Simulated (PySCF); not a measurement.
A structure optimised at B3LYP-D3(BJ)/def2-SVP, used in a PySCF frequency run:

```xyz
11

In    -0.0541     0.0009     0.2983
N      0.8064    -0.6881    -1.4096
C      0.4329    -0.2161    -2.7335
H      1.0783    -1.6680    -1.4044
H     -0.4274    -0.7479    -3.1879
H      1.2817    -0.3070    -3.4372
H      0.1667     0.8519    -2.6952
O     -1.0585     1.7349     0.2551
H     -1.3360     1.9873     1.1472
O      0.1727    -0.7929     2.1335
H      0.7323    -1.5819     2.1200
```

Task: Write its SMILES and formula.

Result: C[NH][In]([OH])[OH], CH6InNO2

Task: What are its rotational constants (standard atomic weights)?

Result: 4.8197, 2.0470, 1.4540 GHz
